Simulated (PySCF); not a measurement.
Pb(H)(SH) (H2PbS), SMILES [SH][PbH] (connectivity only; charge and spin as stated), neutral, multiplicity 1. The structure is a stationary point at PBE0-D3(BJ)/def2-TZVP. The def2 effective core potentials stand for the cores of Pb; spin–orbit coupling is left out.

Calculation: PBE0-D3(BJ)/def2-TZVP (PySCF).

Harmonic wavenumbers (cm⁻¹): 312, 449, 465, 697, 1627, 2708. Rotational constants (GHz): 98.08, 2.812, 2.734; symmetry number 1.

Problem. Work out the zero-point energy and the ideal-gas rigid-rotor harmonic-oscillator thermochemistry at 298.15 K and 1 atm.

Solution. ZPE = ½ Σ hcν = ½ × 6258 cm⁻¹ = 37.43 kJ/mol. H − E(el) = 50.07 kJ/mol. Entropy in J/(mol K): translation 177.16, rotation 98.62, vibration 13.46, total 289.24. G − E(el) = -36.17 kJ/mol. Cp = 55.12 J/(mol K).
